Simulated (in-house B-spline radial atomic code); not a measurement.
Ni⁴⁺: [Ar] 3d6

Method: non-relativistic wB97X, spin-polarised, spherical fractional occupations, point nucleus. Calculated with an all-electron radial atomic-structure program (B-spline basis).

Z_r = [3n² - l(l+1)]/(2<r>); Z_e = n√(-2ε); the last column is Slater's effective charge. Values are occupation-weighted means over spin.

```tsv
shell	electrons	ε (eV)	<r> (bohr)	Z_r	Z_e	Slater
1s	2	-8221.7	0.05482	27.36	24.58	27.70
2s	2	-1042.6	0.248	24.20	17.51	23.85
2p	6	-917.95	0.2165	23.09	16.43	23.85
3s	2	-177.44	0.7377	18.30	10.83	16.75
3p	6	-138.48	0.7617	16.41	9.57	16.75
3d	6	-74.117	0.8288	12.67	7.00	8.25
```

The least bound orbital is 3d down at -61.95 eV, and it is also the most diffuse (<r> = 0.8611 bohr).

Caution: exact exchange at fractional occupations of open shells leaves self-interaction of up to several eV.
